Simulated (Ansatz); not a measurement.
Basis-set series for `O[SiH2][SeH]`. Charge 0, multiplicity 1. All single points use the PBE0-D4/def2-TZVP geometry. It is one conformer, not always the lowest.

```csv
functional,basis,functions,energy (Eh),HOMO (eV),LUMO (eV)
PBE0-D4,def2-SVP,84,-2767.80567,-7.14,0.19
PBE0-D4,def2-QZVPP,336,-2768.37219,-7.29,-0.33
ωB97M-V,def2-SVP,84,-2768.10198,-9.29,2.18
ωB97M-V,def2-QZVPP,336,-2768.66809,-9.46,1.20
```

(1) Give the rows for def2-TZVPP. (Estimate.)

## Answers

(1) Ansatz gave: 
```tsv
functional	basis	functions	energy (Eh)	HOMO (eV)	LUMO (eV)
PBE0-D4	def2-TZVPP	177	-2768.30680	-7.27	-0.13
ωB97M-V	def2-TZVPP	177	-2768.60523	-9.44	1.63
```

Positive LUMOs are unbound and depend on the basis. Scalar relativity is left out up to krypton.
